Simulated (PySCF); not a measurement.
C7H9O (doublet state).
Geometry (GFN2-xTB, Å), atoms numbered from 1 in this order:
```
atom  x, y, z in Å
C1    -2.078   -0.833    0.672
C2    -0.852   -0.098    0.242
C3    -0.823    1.247    0.049
C4     0.338    1.920   -0.356
C5     1.523    1.205   -0.577
C6     1.565   -0.143   -0.402
O7     2.731   -0.820   -0.623
C8     0.374   -0.937    0.031
H9    -2.355   -1.587   -0.068
H10   -2.916   -0.153    0.802
H11   -1.905   -1.354    1.615
H12   -1.724    1.821    0.211
H13    0.323    2.987   -0.499
H14    2.419    1.717   -0.890
H15    2.603   -1.762   -0.458
H16    0.159   -1.719   -0.720
H17    0.611   -1.481    0.962
```

The hyperfine couplings belong to this conformer and change with its torsions.

As a line formula: `C[C]1C=CC=C(O)C1` [radical].

Method: UKS B3LYP, pcH-1 on C H O, non-relativistic, mean-field spin-orbit, GIAO in PySCF. The structure is a single GFN2-xTB conformer in the gas phase; no vibrational or solvent corrections. A GFN2-xTB geometry isn't a minimum of the functional, and hyperfine couplings can be far from their values at a DFT geometry. Stability of the SCF solution: not tested. ⟨S²⟩ is 0.782 where a pure state has 0.75.

Problem. What is the g tensor, term by term?

Solution. 
| Δg (ppm) | 1 | 2 | 3 |
| --- | --- | --- | --- |
| relativistic mass correction | -160 | -160 | -160 |
| gauge correction | -3 | 33 | 35 |
| orbital Zeeman/spin–orbit | -17 | 755 | 1313 |
| total | -180 | 628 | 1188 |

So g = 2.00214, 2.00295, 2.00351 and g_iso = 2.00286; the tensor is rhombic: the two nearest values differ by 41 % of g3 − g1. Axes: g2 points within 15° of the C6–O7 bond and g3 points within 13° of the C2–C3 bond.

Problem. What effective moment and Curie constant follow for a powder?

Solution. With the mean of g² = 4.0115 and S(S+1) = 0.75: μ_eff = √(⟨g²⟩S(S+1)) = 1.735 μB and χT = 0.12505·⟨g²⟩·S(S+1) = 0.376 cm³ K/mol (cgs; spin-Hamiltonian part alone).

Problem. What are the electron Larmor frequencies g μB B/h along the three axes at 3350 mT?

Solution. 93.8751, 93.9130, 93.9393 GHz for g1, g2 and g3, a range of 64.1 MHz.

Problem. In a frozen sample, at which fields do the three g values resonate at 9.5, 34, 94 and 263 GHz (hyperfine left aside), and which band first spreads them over more than twice a line width of 0.3 mT?

Solution. 
```json
{"band": "X", "GHz": "9.5", "B(g3) mT": "338.78", "B(g2) mT": "338.88", "B(g1) mT": "339.01", "spread mT": "0.23"}
{"band": "Q", "GHz": "34.0", "B(g3) mT": "1212.49", "B(g2) mT": "1212.82", "B(g1) mT": "1213.31", "spread mT": "0.83"}
{"band": "W", "GHz": "94.0", "B(g3) mT": "3352.17", "B(g2) mT": "3353.10", "B(g1) mT": "3354.46", "spread mT": "2.29"}
{"band": "J", "GHz": "263.0", "B(g3) mT": "9378.93", "B(g2) mT": "9381.55", "B(g1) mT": "9385.34", "spread mT": "6.41"}
```

The spread grows in proportion to the frequency. Q band is the first where it exceeds 0.6 mT.

Largest spin populations (Mulliken): C4 (+0.54), C2 (+0.41), C6 (+0.36) and C3 (-0.20). Three atoms exceed +0.15. The angles at C4 add up to 360.0°, so it is planar.

The HOMO–LUMO gaps are 4.38 eV among the α and 4.42 eV among the β orbitals.

The SMILES draws the unpaired electron on C2; the largest computed Mulliken spin population is on C4 (0.54 against 0.41).
